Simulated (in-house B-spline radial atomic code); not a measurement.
Spin-orbit splittings of orbital energies (j = l + 1/2 less j = l - 1/2) and ratios of mean radii (lower j over upper j) along the 45-electron series, configuration [Kr] 4d9. Computed with an all-electron radial atomic-structure program (B-spline basis): Dirac-Hartree-Fock, average of the configuration, finite nuclei.

| ion | Z | splitting of 3d (eV) | radius ratio of 3d | splitting of 3p (eV) | radius ratio of 3p | splitting of 4d (eV) | radius ratio of 4d |
| --- | --- | --- | --- | --- | --- | --- | --- |
| Nd15+ | 60 | 22.73 | 0.98434 | 106.72 | 0.95479 | 4.7153 | 0.98848 |
| Pm16+ | 61 | 24.71 | 0.98382 | 115.75 | 0.95328 | 5.2596 | 0.98825 |
| Sm17+ | 62 | 26.819 | 0.9833 | 125.37 | 0.95175 | 5.8467 | 0.988 |
| Eu18+ | 63 | 29.062 | 0.98276 | 135.62 | 0.95018 | 6.4789 | 0.98773 |
| Gd19+ | 64 | 31.446 | 0.98222 | 146.54 | 0.94858 | 7.1582 | 0.98746 |
| Tb20+ | 65 | 33.975 | 0.98166 | 158.15 | 0.94694 | 7.887 | 0.98717 |
| Dy21+ | 66 | 36.657 | 0.9811 | 170.5 | 0.94527 | 8.6676 | 0.98687 |
| Ho22+ | 67 | ? | ? | ? | ? | ? | ? |
| Er23+ | 68 | ? | ? | ? | ? | ? | ? |
| Tm24+ | 69 | 45.676 | 0.97934 | 212.28 | 0.94005 | 11.344 | 0.98592 |
| Yb25+ | 70 | 49.029 | 0.97873 | 227.93 | 0.93823 | 12.356 | 0.98558 |
| Lu26+ | 71 | 52.566 | 0.97812 | 244.5 | 0.93638 | 13.433 | 0.98523 |
| Hf27+ | 72 | ? | ? | ? | ? | ? | ? |
| Ta28+ | 73 | 60.221 | 0.97685 | 280.62 | 0.93255 | 15.789 | 0.98451 |
| W29+ | 74 | 64.353 | 0.9762 | 300.25 | 0.93057 | 17.075 | 0.98414 |
| Re30+ | 75 | 68.698 | 0.97554 | 321.01 | 0.92855 | 18.436 | 0.98375 |

Question: Fill in the row of Ho22+.

Answer: splitting of 3d (eV): 39.497; radius ratio of 3d: 0.98052; splitting of 3p (eV): 183.61; radius ratio of 3p: 0.94357; splitting of 4d (eV): 9.5023; radius ratio of 4d: 0.98656.

Question: Fill in the row of Er23+.

Answer: splitting of 3d (eV): 42.501; radius ratio of 3d: 0.97994; splitting of 3p (eV): 197.52; radius ratio of 3p: 0.94183; splitting of 4d (eV): 10.394; radius ratio of 4d: 0.98625.

Question: Fill in the row of Hf27+.

Answer: splitting of 3d (eV): 56.295; radius ratio of 3d: 0.97749; splitting of 3p (eV): 262.05; radius ratio of 3p: 0.93448; splitting of 4d (eV): 14.576; radius ratio of 4d: 0.98487.

Question: With what power of Z does the column «splitting of 3d (eV)» change over this range?

Answer: A fit of the logarithm of its size against log Z from Z = 60 to 75 has slope 4.95. An unscreened hydrogenic electron would give 4 at low Z; screening makes the apparent power larger near the neutral end, and relativity raises it again at high Z.
